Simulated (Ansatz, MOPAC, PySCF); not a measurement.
Molecule: trichloro(silyl)silane, Si₂H₃Cl₃, charge 0, multiplicity 1. SMILES: [SiH3][Si](Cl)(Cl)Cl
Coordinates optimised at B3LYP-D3(BJ)/def2-TZVP (Ansatz, a quantum-chemistry and plane-wave program):
```xyz
8

Si    -2.2044     0.1564    -0.5742
Si     0.0475    -0.0034     0.0124
Cl     0.9774    -1.4810    -1.0731
Cl     0.2477    -0.4492     2.0093
Cl     1.0201     1.7710    -0.3513
H     -2.8575    -1.1389    -0.2842
H     -2.8218     1.2369     0.2256
H     -2.2920     0.4675    -2.0178
```

Unscaled harmonic wavenumbers (cm⁻¹) in rising order, each level at the stationary point that it reaches from this structure (no distance between atoms moves by over 0.3 Å); the order of modes can differ between levels, and a negative number is imaginary. B3LYP-D3(BJ)/def2-TZVP (PySCF, at the structure above): 101, 101, 106, 176, 176, 199, 359, 509, 509, 554, 584, 584, 879, 943, 943, 2231, 2249, 2249.

AM1 (MOPAC): 48, 104, 104, 154, 154, 173, 329, 392, 392, 450, 450, 460, 694, 792, 792, 2226, 2226, 2228. Zero-point energy 17.4 against 19.2 kcal/mol; where all levels lie over 400 cm⁻¹, the wavenumbers are on average 0.868 times those of B3LYP-D3(BJ)/def2-TZVP.

PM6 (MOPAC): 73, 73, 119, 126, 126, 141, 317, 429, 429, 470, 543, 543, 853, 872, 872, 2050, 2095, 2095. Zero-point energy 17.5 against 19.2 kcal/mol; where all levels lie over 400 cm⁻¹, the wavenumbers are on average 0.923 times those of B3LYP-D3(BJ)/def2-TZVP.

HF/3-21G (Ansatz): 100, 100, 106, 171, 171, 185, 329, 512, 512, 532, 593, 593, 912, 989, 989, 2323, 2340, 2340. Zero-point energy 19.7 against 19.2 kcal/mol; where all levels lie over 400 cm⁻¹, the wavenumbers are on average 1.028 times those of B3LYP-D3(BJ)/def2-TZVP.
